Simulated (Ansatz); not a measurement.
Ansatz (an electronic-structure program) input file for CH₁₁NOSi₃, SMILES O([SiH2]N)C([SiH3])[SiH3], CAM-B3LYP/def2-SVPD. Geometry: PBE0-D3(BJ)/def2-SVP. The structure was generated by enumeration, and PubChem lists no compound with its InChIKey, so it may never have been made. The values are those of a single conformer.

Ansatz 0.2 input:
```yaml
crystal:
  periodic: [false, false, false]
  atoms:
    - {symbol: N, position_ang: [3.26615135, -0.57966421, -0.00000000]}
    - {symbol: Si, position_ang: [1.92733602, 0.48367707, -0.00000000]}
    - {symbol: O, position_ang: [0.46166968, -0.33896997, 0.00000000]}
    - {symbol: C, position_ang: [-0.78384975, 0.36134524, 0.00000001]}
    - {symbol: Si, position_ang: [-1.69776292, -0.09821586, 1.59964931]}
    - {symbol: Si, position_ang: [-1.69776292, -0.09821586, -1.59964931]}
    - {symbol: H, position_ang: [3.50302852, -1.10174386, -0.83581286]}
    - {symbol: H, position_ang: [3.50302852, -1.10174386, 0.83581285]}
    - {symbol: H, position_ang: [1.98201823, 1.32790486, -1.23056852]}
    - {symbol: H, position_ang: [1.98201824, 1.32790485, 1.23056852]}
    - {symbol: H, position_ang: [-0.65018987, 1.46440196, 0.00000000]}
    - {symbol: H, position_ang: [-0.84706570, 0.26183095, 2.77415948]}
    - {symbol: H, position_ang: [-2.99858979, 0.63679724, 1.68576456]}
    - {symbol: H, position_ang: [-1.96362681, -1.56703877, 1.62034733]}
    - {symbol: H, position_ang: [-0.84706572, 0.26183096, -2.77415947]}
    - {symbol: H, position_ang: [-2.99858979, 0.63679724, -1.68576454]}
    - {symbol: H, position_ang: [-1.96362682, -1.56703876, -1.62034734]}
basis:
  gaussian:
    orbitals: def2-SVPD
hamiltonian:
  xc: {name: CAM-B3LYP}
```

Program output:

```
WARN ansatz: RAYON_NUM_THREADS=2 ignored (pool sized by the plan → 2); use --threads N
Functional definition: CAM-B3LYP
integrals: 0.27 GiB planned
1944 factors; their error is unknown
integrals: 0.29 GiB planned
884 factors; integrals over basis functions are off by at most 7.1e-6 eV
mean field: 2.53 GiB planned
mean field evaluation 1: about -28367.6294 eV, gradient 6.2e1 eV
mean field evaluation 2: about -28362.6372 eV, gradient 8.0e1 eV
mean field evaluation 4: about -28375.0061 eV, gradient 4.4e0 eV
mean field evaluation 8: about -28375.0448 eV, gradient 1.5e-1 eV
mean field evaluation 16: about -28375.1704 eV, gradient 5.0e-5 eV
mean field -28375.17040950 eV, -1042.7682791679 hartree, gradient 5.0e-5 eV, S^2 0.000000; 0 other end points of the search recorded, 0 dependent functions left out
reference -28375.17058672 eV, -1042.7682856804 hartree; 37, 37 occupied and 186, 186 virtual orbitals, 1944 factors
Total energy: -28375.17058672 eV, -1042.7682856804 hartree
```

The calculation finished and met its thresholds.

Cost: roughly 20 core-seconds.
